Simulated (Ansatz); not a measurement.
Wavefunction ladder for CH4AlFO (`C[O][AlH][F]`)

```
atom    x (Å)    y (Å)    z (Å)
  C1  -0.5616   0.2583  -1.1323
  O2   0.5005  -0.1230  -0.3061
 Al3   0.7986  -0.3435   1.3225
  F4  -0.4023  -0.0802   2.4214
  H5  -0.7867  -0.5424  -1.8436
  H6  -1.4727   0.4802  -0.5657
  H7  -0.2876   1.1503  -1.7041
  H8   2.2118  -0.7996   1.8079
```

Charge 0, multiplicity 1. The structure was optimised at the PBE0-D4/def2-TZVP level. It is one conformer, not always the lowest. Frozen core, restricted reference, Ansatz. CBS rows extrapolate triple and quadruple zeta; past MP2 they add the triple-zeta difference.

| basis | HF (Eh) | MP2 corr. | CCSD corr. | (T) | CCSD(T) total |
| --- | --- | --- | --- | --- | --- |
| def2-SVP | -456.28565 | -0.57486 | -0.60439 | -0.01170 | -456.90174 |
| def2-TZVPP | -456.64070 | -0.74061 | -0.76249 | -0.02426 | -457.42745 |
| def2-QZVPP | -456.65908 | -0.80189 | – | – | – |
| CBS(def2) | -456.66162 | -0.84728 | -0.86916 | as TZ | -457.55504 |
